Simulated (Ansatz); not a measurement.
System: sum formula H$_{3}$SiO$_{2}$F$_{2}$, charge 1, multiplicity 1. It need not be the lowest isomer of its formula. 
Structure (B3LYP-D3(BJ)/def2-TZVP (Ansatz, a first-principles code) minimum search):
```
Si
F 1 1.5518
F 1 1.5523 2 111.18
O 1 1.5754 2 118.55 3 -143.92
H 4 0.9638 1 129.40 2 44.95
O 1 1.7768 2 104.62 3 107.99
H 6 0.9741 1 124.71 2 -80.15
H 6 0.9744 7 112.84 1 170.38
```
Charge +1, spin multiplicity 1.

Parts of the frozen-core correlation energy in cc-pV(D+d)Z (Ansatz, hartree). Frozen orbitals: 9; correlated occupied orbitals by spin: 16 and 16; virtual: 69 and 69. No spin-orbit coupling. No relativistic terms.

| term | value |
|---|---|
| reference (HF) | -639.23830 |
| MP2 opposite-spin | -0.61317 |
| MP2 same-spin | -0.22711 |
| CCSD correlation | -0.85532 |
| (T) | -0.01522 |
| T1 diagnostic | 0.011 |
| largest doubles amplitude | 0.019 |
